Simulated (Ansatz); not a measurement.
The first iterations of a band of AlClFH$_{5}$N$_{2}$ (10 atoms, charge 0, multiplicity 1).

All numbers below come from Ansatz, RKS PBE0/def2-SVP.

```json
{
 "movable images": "7",
 "climbing image": "yes",
 "spring": "5.0 eV/Å²",
 "optimiser": "quadratic models (default)",
 "start path": "through a guess of the saddle point",
 "force threshold": "0.05 eV/Å",
 "iteration limit": "60",
 "end points": "relaxed"
}
```

First end point:

```xyz
10
Properties=species:S:1:pos:R:3
Al -0.081 0.140 0.145
F -0.215 -0.682 1.608
Cl 1.827 0.066 -0.819
N -1.526 0.191 -0.909
H -2.396 -0.250 -0.630
H -1.449 0.146 -1.919
N 0.054 1.993 0.957
H 0.924 2.454 0.687
H -0.732 2.563 0.642
H 0.025 1.928 1.975
```

Last end point:

```xyz
10
Properties=species:S:1:pos:R:3
Al -0.085 0.140 0.150
F -0.211 -0.678 1.616
Cl 1.819 0.065 -0.821
N -1.522 0.188 -0.912
H -1.440 0.115 -1.920
H -2.407 -0.221 -0.630
N 0.053 1.994 0.955
H 0.931 2.443 0.693
H -0.722 2.574 0.631
H 0.014 1.931 1.974
```

| iteration | highest image above the first end (eV) | largest band force component (eV/Å) |
| --- | --- | --- |
| 1 | 20.707 | 85.054 |
| 2 | 4.113 | 12.286 |
| 3 | 1.978 | 5.825 |
| 4 | 1.364 | 2.469 |
| 5 | 0.910 | 1.948 |

Does the band converge within its limit, and where does its top end?

The run converged. It ended after 15 iterations with the highest image 0.153 eV above the first end. A vibrational analysis at the climbing image gives one clearly imaginary mode, 273i cm⁻¹: a first-order saddle point.

Run time: 2.9 min on 2 threads of Intel(R) Xeon(R) 6975P-C (Granite Rapids), on a shared host, peak memory 0.24 GiB.
